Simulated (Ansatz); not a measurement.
H5NOSiSn (`N[SiH]1[O][SnH2]1`), relaxed with RKS PBE-D4/def2-SVP in the Gaussian-basis code of Ansatz from a rough embedded geometry. The force threshold is 0.03 eV/Å; the program also tests the step.

Charge 0, multiplicity 1. Sn: def2 effective core potential.

Start:

```xyz
9

N     1.632    0.913    0.215
Si    0.770   -0.572   -0.148
O    -0.305   -0.270   -1.393
Sn   -1.758   -0.259    0.040
H     0.983    1.645    0.504
H     2.238    0.720    1.123
H     1.488   -1.794   -0.413
H    -2.721   -1.701   -0.180
H    -2.328    1.318    0.253
```

```csv
step,energy (eV),largest force (eV/Å),largest move (Å)
1,-17314.0020,2.857,0.000
2,-17314.6078,1.216,0.195
3,-17314.8036,0.901,0.194
4,-17314.9068,0.934,0.200
5,-17314.9295,0.581,0.200
6 (rejected),-17314.9291,0.416,0.200
7,-17314.9479,0.277,0.061
8,-17314.9485,0.085,0.037
9,-17314.9489,0.151,0.032
10,-17314.9495,0.028,0.013
```

End:

```xyz
9

N     1.753    0.835    0.345
Si    0.685   -0.391   -0.185
O    -0.380   -0.068   -1.373
Sn   -1.856   -0.484    0.281
H     1.489    1.822    0.361
H     2.574    0.632    0.918
H     1.437   -1.686   -0.076
H    -2.910   -1.656   -0.485
H    -2.793    0.996    0.213
```

It took 9.5 s on 4 threads of an Arm Neoverse V2 on a shared host, with 0.16 GiB of host memory at the peak.
